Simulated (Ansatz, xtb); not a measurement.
# Relative energy of two isomers of C6H9FN+

We compare a, `CC#[N+]C/C(C)=C\F`, a singlet, with b, `C[N+]#CCC1(F)CC1`, a singlet. Both are isolated ions in the gas phase, relaxed with B3LYP-D3(BJ)/def2-SVP; each stands in its lowest conformer found.

a (Å):

```xyz
17

C    -0.6634   -0.5631   -3.7999
C    -0.1659   -0.7539   -2.4577
C     0.5830   -1.0496    0.0002
C     0.0308    0.0778    0.8559
C     0.9813    0.7701    1.7892
C    -1.2688    0.3783    0.7806
F    -2.0774   -0.2748   -0.0683
N     0.2216   -0.9044   -1.3868
H    -0.5875   -1.5099   -4.3589
H    -1.7191   -0.2494   -3.7472
H    -0.0702    0.2144   -4.3076
H     1.6818   -1.0808    0.0382
H     0.2044   -2.0390    0.3088
H     1.7944    1.2676    1.2343
H     1.4473    0.0522    2.4850
H     0.4632    1.5306    2.3895
H    -1.7799    1.1498    1.3614
```

b (Å):

| atom | x (Å) | y (Å) | z (Å) |
| --- | --- | --- | --- |
| C | -0.7931 | -1.7231 | -3.5392 |
| C | 0.0917 | -1.1826 | -1.1819 |
| C | 0.5256 | -0.8461 | 0.1652 |
| C | -0.2214 | 0.3830 | 0.6709 |
| C | 0.2751 | 1.1564 | 1.8425 |
| C | 0.2708 | 1.7761 | 0.4550 |
| F | -1.5673 | 0.1598 | 0.5617 |
| N | -0.2968 | -1.4237 | -2.2361 |
| H | -0.6682 | -0.8358 | -4.1764 |
| H | -1.8580 | -1.9849 | -3.4560 |
| H | -0.2235 | -2.5695 | -3.9492 |
| H | 1.6162 | -0.6897 | 0.1527 |
| H | 0.3124 | -1.7242 | 0.8020 |
| H | -0.4932 | 1.4867 | 2.5463 |
| H | 1.2298 | 0.8789 | 2.2978 |
| H | 1.2268 | 1.9330 | -0.0531 |
| H | -0.4956 | 2.5252 | 0.2409 |

Task: Estimate which is lower in electronic energy at CCSD(T)/def2-SVP + ΔMP2/def2-TZVPP, and by roughly how much.

Result: The CCSD(T)/def2-SVP + ΔMP2/def2-TZVPP calculation puts structure a lower, by 10.4 kcal/mol.

Level by level:

```
                             level               geometry  E(b) − E(a) (kcal/mol)  departure from the last row (kcal/mol)  job, with rough time for the two
             B3LYP-D3(BJ)/def2-SVP  B3LYP-D3(BJ)/def2-SVP                     +11.1                                    +0.7                optimisation, 90 s
                       HF/def2-SVP  B3LYP-D3(BJ)/def2-SVP                      +9.4                                    −1.0           part of the CCSD(T) run
                      MP2/def2-SVP  B3LYP-D3(BJ)/def2-SVP                      +8.2                                    −2.2           part of the CCSD(T) run
                  CCSD(T)/def2-SVP  B3LYP-D3(BJ)/def2-SVP                     +10.0                                    −0.4                      single point
CCSD(T)/def2-SVP + ΔMP2/def2-TZVPP  B3LYP-D3(BJ)/def2-SVP                     +10.4                                                       single point, 2 min
```

As drawn, b has 2 C–C in place of 1 C=C. Structure a has no ring, b a 3-membered ring.

None of the levels shown reverses the order. The largest departure from CCSD(T)/def2-SVP + ΔMP2/def2-TZVPP is that of MP2/def2-SVP, 2.2 kcal/mol. Levels run at GFN2-xTB geometries aren't shown. The last row adds to CCSD(T) the change of the MP2 difference between the two basis sets, here +0.4 kcal/mol.

With thermal terms from frequencies at re-optimised GFN2-xTB minima (ideal gas, soft modes damped towards free rotors, one conformer each, 298.15 K, 1 atm): the zero-point term adds +0.8 kcal/mol; ΔH is +10.7 and ΔG +11.6 kcal/mol.

The correlated steps freeze 8 core orbitals. Run with Ansatz 0.2.0, xtb 6.7.1; the last row on 4 threads of Arm Neoverse V2 on a shared host.
